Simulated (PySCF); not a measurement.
A structure optimised at PBE-D3(BJ)/def2-SVP, used in a PySCF frequency run:

```
Si
H 1 1.5108
C 1 1.8814 2 118.36
C 3 1.3618 1 92.10 2 -120.22
H 3 1.1009 4 126.36 1 179.40
H 4 1.1088 3 128.14 5 4.43
C 4 1.5163 6 124.21 3 179.05
F 7 1.3978 4 113.69 6 57.44
H 7 1.1139 8 107.97 4 126.30
C 1 1.8818 2 110.43 3 138.40
H 10 1.1078 1 109.48 2 170.95
H 10 1.1088 11 108.83 1 -122.19
H 10 1.1092 11 108.36 12 -117.24
```

**Question.** Write its SMILES and formula.

**Answer.** C[Si@H]1C=C[C@H]1F, C4H7FSi

**Question.** What are its rotational constants (standard atomic weights)?

**Answer.** 3.7037, 2.7559, 1.9029 GHz
